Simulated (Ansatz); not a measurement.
Relaxation of H4NSn (6 atoms, charge 0, multiplicity 2), to a largest force component of 0.015 eV/Å in at most 40 steps.

Method: UKS LDA/def2-TZVP (Ansatz).

```xyz
6
Properties=species:S:1:pos:R:3:forces:R:3
N -0.289 -1.127 0.079 -0.31 1.66 0.40
Sn 0.421 0.826 -0.044 0.11 0.03 -0.09
H 0.095 -1.634 -0.700 0.33 -0.68 -0.41
H 0.059 -1.471 0.973 0.05 -0.47 0.02
H 0.001 1.529 -1.604 -0.11 -0.24 0.31
H -0.245 1.814 1.250 -0.08 -0.30 -0.24
```

Problem. Where does it end, and by what steps?

Solution. It converged. After 5 steps the energy has fallen by 0.147 eV; N1 moved furthest, 0.18 Å.

| step | energy less start (eV) | largest force component (eV/Å) | accepted |
| --- | --- | --- | --- |
| 0 | 0.0000 | 1.659 | yes |
| 1 | -0.1150 | 0.579 | yes |
| 2 | -0.1428 | 0.231 | yes |
| 3 | -0.1464 | 0.126 | yes |
| 4 | -0.1464 | 0.070 | yes |
| 5 | -0.1473 | 0.004 | yes |

```xyz
6
Properties=species:S:1:pos:R:3
N -0.175 -0.992 0.072
Sn 0.560 0.896 -0.053
H 0.064 -1.628 -0.691
H -0.052 -1.474 0.965
H -0.076 1.433 -1.577
H -0.277 1.701 1.237
```

The run took 7.1 s on 2 threads of Arm Neoverse V1 (shared host), peak memory 0.17 GiB.
